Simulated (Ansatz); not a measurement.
Consider the redistribution: `C[O][In]([OH])[OH]` + `[SH][SnH2][SH]` → `[OH][In]([OH])[SH]` + `C[O][SnH2][SH]`.

Gas-phase electronic energies from Ansatz, PBE0-D4/def2-TZVP geometries. CBS: MP2 limit from def2 TZ/QZ plus the TZ coupled-cluster correction, frozen cores. DFT in def2-TZVPP. B3LYP here is the variant with VWN-RPA as its local correlation; programs differ in this. Elements past krypton have def2 core potentials. For In, Sn outer-core shells are correlated without core-valence functions, which leaves a few kJ/mol of doubt a bond. Each species was taken in one conformer, which may not be the lowest.

```
             level  ΔE (kcal/mol)  difference from CCSD(T)/CBS
            PBE-D4           -6.3                          0.5
         r2SCAN-D4           -7.2                         -0.4
           PBE0-D4           -6.9                         -0.1
          B3LYP-D4           -6.8                          0.0
           ωB97X-V           -7.2                         -0.4
           ωB97M-V           -7.3                         -0.5
            B2PLYP           -6.9                         -0.1
               PBE           -6.3                          0.5
            r2SCAN           -7.1                         -0.3
              PBE0           -6.9                         -0.1
             B3LYP           -6.9                         -0.1
     HF/def2-TZVPP           -8.0                         -1.2
    MP2/def2-TZVPP           -7.1                         -0.3
SCS-MP2/def2-TZVPP           -7.0                         -0.2
   CCSD/def2-TZVPP           -7.3                         -0.5
CCSD(T)/def2-TZVPP           -7.1                         -0.3
     HF/def2-QZVPP           -7.9                         -1.1
    MP2/def2-QZVPP           -6.9                         -0.1
SCS-MP2/def2-QZVPP           -6.8                          0.0
      HF/CBS(def2)           -7.9                         -1.1
     MP2/CBS(def2)           -6.8                          0.0
    CCSD/CBS(def2)           -7.0                         -0.2
       CCSD(T)/CBS           -6.8                            0
```

Largest T1 diagnostic among the species: 0.017.

In def2-TZVPP, CCSD(T) changes the Hartree–Fock value by +0.8 kcal/mol (the triples alone add +0.2 kcal/mol) and MP2 by +0.9 kcal/mol.
